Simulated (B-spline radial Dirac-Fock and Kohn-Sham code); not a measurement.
**Cross section and asymmetry of the 5p1/2 subshell of Pm²⁺**

System: promethium as Pm²⁺, 1s2 2s2 2p6 3s2 3p6 3d10 4s2 4p6 4d10 4f5 5s2 5p6. The computed 5p1/2 threshold is 42.61 eV; without correlation, outer thresholds are uncertain by 1 to 2 eV. With an open shell the threshold is an average over the terms of the final ion.

Model: independent-particle photoionisation in a Dirac-Hartree-Slater potential with a Latter tail, all multipoles, thresholds from Dirac-Fock ΔSCF. Program: an atomic code on a B-spline grid. Interchannel coupling and autoionising resonances are not included, so magnitudes near threshold are approximate.

```
kinetic energy (eV)  σ (Mb)      β
                1.5    1.79   1.99
                1.9    1.73   1.98
                2.3    1.66   1.97
                2.9    1.58   1.96
                3.7    1.49   1.95
                4.6    1.38   1.93
                5.7    1.26   1.90
                7.2    1.13   1.87
                9.0   0.990   1.82
               11.2   0.843   1.75
               14.0   0.696   1.66
               17.5   0.559   1.53
               21.9   0.435   1.37
               27.4   0.323   1.14
               34.2   0.233   0.86
               42.8   0.166   0.53
               53.5   0.119   0.21
               66.9  0.0880  -0.02
               83.7  0.0677  -0.09
              104.7  0.0539   0.02
              130.9  0.0437   0.22
              163.6  0.0360   0.46
              204.6  0.0302   0.71
              255.8  0.0258   0.96
              319.9  0.0219   1.17
              400.0  0.0180   1.34
```

The cross section shows no minimum in this range. It is largest at the lowest energy, 1.79 Mb. β ranges from -0.09 (at 83.7 eV) to 1.99.
